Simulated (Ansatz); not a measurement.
## Which method gave which barrier?

Saddle point of SiH$_{5}$O$_{2}$F, closed shell (SiH₃OF ([OH][SiH2][F]) + H₂O → SiH₄O₂ ([OH][SiH2][OH]) + HF; bonds formed: Si1–O7, F2–H6; bonds broken: Si1–F2, H6–O7), PBE0-D4/def2-TZVP structure:

Si1  (-0.420, -0.229, 0.309)
F2  (0.905, -1.669, 0.306)
H3  (-1.292, -1.162, -0.429)
H4  (-0.215, -0.202, 1.765)
O5  (-1.204, 1.240, 0.176)
H6  (1.432, -0.705, -0.335)
O7  (1.021, 0.250, -0.700)
H8  (-1.680, 1.404, -0.639)
H9  (1.453, 1.073, -0.453)
(Å)

Computed with Ansatz 0.2.0 (basis: def2-TZVPP, with def2-QZVPP for the basis limit); correlated methods freeze the cores. Extrapolation: Hartree–Fock as exp(−7.88 √X), correlation as X^−2.97. Four methods, as single points on the PBE0-D4 structures, gave these electronic barriers from the start structure: 108.1, 116.7, 126.5, 182.6 kJ/mol.

(1) The methods were, in alphabetical order, BLYP-D4, CCSD(T), HF, r2SCAN-D4. Which gave which? (Judge from chemistry; the calculation decides.)

No T1 diagnostic of these runs exceeds 0.012.

Results:

(1) Computed: r2SCAN-D4 108.1; BLYP-D4 116.7; CCSD(T) 126.5; HF 182.6 kJ/mol. For comparison, CCSD(T) at an estimated basis limit (MP2 extrapolated from triple and quadruple zeta, plus CCSD(T) − MP2 in triple zeta) gives 126.6 kJ/mol.

The step is the kind of ligand exchange by which a precursor binds to a hydroxyl group, or is hydrolysed, in atomic layer deposition of oxides.

Labels in which every atom is bracketed show which atoms are joined, not bond orders.

For scale, one of the runs: CCSD(T)/def2-TZVPP, 205 basis functions, launched by `ansatz run in.yaml --threads 3 --pin off --events-out ev --progress --plain --max-ram 6092MiB`. Hardware: 3 CPU threads of an Intel Xeon, shared host. Wall time 51 s; peak host memory 3 GiB.
